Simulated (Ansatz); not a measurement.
A structure relaxed at PBE-D4/def2-SVP in Ansatz, charge 0, singlet:

```xyz
58

In   -1.6022   -5.5405    0.1022
P    -2.7095   -3.2296    0.8591
In    0.0385   -1.9327    4.3421
P    -0.9821    0.4261    5.0862
In    1.9596   -3.3331    1.1460
P     0.5812   -4.3464   -0.7777
P     0.7218   -1.2263    1.9283
In   -1.3753   -1.0235    0.5233
In   -1.7585    2.2436    3.3947
P    -2.8110    0.9529    1.4129
In    0.1184   -2.8660   -2.8320
P    -1.0925   -0.7705   -1.9823
In   -3.4187   -1.0564   -3.1232
In   -3.5053    2.6855   -0.3812
P    -4.4296    1.3065   -2.3846
P     4.0819   -2.2871   -0.0261
In    2.1203    0.9144    1.5780
P     0.4908    2.8565    2.2903
In    3.9595   -0.4341   -1.8808
P     2.4776   -1.8796   -3.4932
P     2.3934    1.3357   -0.9483
In    0.2729    1.3782   -2.4100
In   -0.0362    4.7089    0.5701
P    -1.1525    3.2718   -1.2622
In    3.9251    3.3990   -1.4176
P     2.2912    5.2812   -0.4322
H    -1.2152   -6.3782    1.5719
H    -2.5311   -6.0546   -1.2710
H    -3.1425   -3.2650    2.2215
H    -3.9746   -3.0337    0.2218
H    -1.3772   -2.9448    4.2204
H     1.4425   -2.1699    5.3364
H    -2.0072    0.2892    6.0777
H    -0.0416    1.1308    5.9043
H     2.4762   -4.4654    2.3643
H     1.3872   -5.4226   -1.2798
H    -2.7250    3.5226    4.0652
H    -4.0308    0.3864    1.9090
H    -0.5651   -3.6919   -4.2045
H    -4.3485   -2.1828   -2.1685
H    -3.2701   -0.9911   -4.8520
H    -4.5282    3.9772    0.1705
H    -5.8574    1.2806   -2.2697
H    -4.3584    2.2344   -3.4729
H     4.9773   -3.3210   -0.4542
H     4.9045   -1.7560    1.0187
H     3.6059    0.9769    2.4915
H     1.1698    3.5601    3.3404
H     5.5175   -0.0609   -2.5582
H     3.2902   -2.8945   -4.0960
H     2.2749   -1.0878   -4.6689
H     0.5553    1.7393   -4.0939
H    -0.9577    6.0643    1.1532
H    -1.4411    4.2191   -2.3006
H     5.2621    3.3786   -0.3042
H     3.9461    3.7156   -3.1285
H     2.9466    6.0837    0.5563
H     2.0569    6.3271   -1.3819
```

(1) Give its formula.

(2) Summarise the bond lengths by kind (pairs closer than 1.2 times the sum of covalent radii, bridged metal pairs left out).

Results:

(1) In₁₃P₁₃H₃₂, a nanocrystal cut from wurtzite InP (hydrogen-capped).

(2) 36 × In–P 2.53 to 2.68 Å; 16 × H–P 1.43 to 1.44 Å; 16 × H–In 1.74 to 1.75 Å.

In the def2 sets In takes a core potential; there is no spin–orbit coupling. Single mean-field runs in def2-SVP are fitted with def2-universal-jkfit.
